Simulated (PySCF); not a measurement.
# LiSe: from constants to spectrum

UHF-CCSD(T) constants of LiSe, ²Π (doublet), unpaired electrons π ↑ (PySCF, no relativity, basis sets Li pcseg-1, Se pcseg-1; masses 7.0160 and 79.9165 u):

- ωe: 510.5 cm⁻¹
- ωexe: 2.88 cm⁻¹
- Be: 0.48739 cm⁻¹
- αe: 0.00435 cm⁻¹
- De to Li + Se: 2.57 eV

Question: What force constant and bond length do these constants imply?

Answer: Reduced mass μred = 6.4498 u; k = 5.8918×10⁻⁷·μred·ωe² (u, cm⁻¹, mdyn/Å) = 0.990 mdyn/Å; Re = √(16.8576/(μred·Be)) (u, cm⁻¹, Å) = 2.316 Å.

Question: Estimate the centrifugal constant D from the Kratzer relation and find the Dunham coefficient a1.

Answer: D = 4Be³/ωe² = 1.78e-06 cm⁻¹; a1 = −1 − αeωe/(6Be²) = -2.56.

Correlated steps freeze 9 core orbitals. Correlated levels converge slowly with the basis: in double zeta they bind strong bonds too weakly, by up to about 1 eV, and carry superposition errors of some tenths. Spin–orbit coupling is left out. The state was picked by a PBE0 search and need not be the measured ground state.
